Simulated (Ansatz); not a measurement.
Input file for Ansatz (a program for electronic structure): R-wB97X-V/def2-TZVPP on FH3Si2 (SMILES F[Si][SiH3]), a point of a torsion scan.

Ansatz 0.2 input:
```yaml
crystal:
  periodic: [false, false, false]
  atoms:
    - {symbol: F, position_ang: [2.53945537, 0.40088037, -0.00489692]}
    - {symbol: Si, position_ang: [1.51453987, -0.89502294, 0.04134817]}
    - {symbol: Si, position_ang: [-0.56573325, 0.06127710, -0.02745138]}
    - {symbol: H, position_ang: [-1.00274137, 1.39382946, -0.47179873]}
    - {symbol: H, position_ang: [-1.12190299, -0.07317465, 1.33353339]}
    - {symbol: H, position_ang: [-1.35711323, -0.86939624, -0.85781942]}
basis:
  gaussian:
    orbitals: def2-TZVPP
hamiltonian:
  xc: {name: wB97X-V}
scf: {lower_state_search: off}
```

It printed:

```
WARN ansatz: RAYON_NUM_THREADS=1 ignored (pool sized by the plan → 1); use --threads N
Functional definition: wB97X-V
these checks for a lower state are left out or cut short: stability, starts, cluster_reference, orbital_swaps, neighbouring_geometries, increment
integrals: 0.09 GiB planned
915 factors; their error is unknown
integrals: 0.12 GiB planned
194 factors; integrals over basis functions are off by at most 1.3e-5 eV
mean field: 0.74 GiB planned
mean field evaluation 1: about -18516.7058 eV, gradient 3.3e1 eV
mean field evaluation 2: about -18516.1405 eV, gradient 4.4e1 eV
mean field evaluation 4: about -18518.6850 eV, gradient 8.5e-1 eV
mean field evaluation 8: about -18518.7132 eV, gradient 1.3e-1 eV
mean field evaluation 16: about -18518.7132 eV, gradient 7.6e-5 eV
mean field -18518.71324847 eV, -680.5501594466 hartree, gradient 2.1e-6 eV, S^2 0.000000; 0 other end points of the search recorded, 0 dependent functions left out
reference -18518.71324657 eV, -680.5501593767 hartree; 20, 20 occupied and 137, 137 virtual orbitals, 915 factors
Total energy: -18518.71324657 eV, -680.5501593767 hartree
Checks for a lower state left out: stability, starts, cluster_reference, orbital_swaps, neighbouring_geometries, increment
```

The run converged.

Cost: around 5 core-seconds (rough).
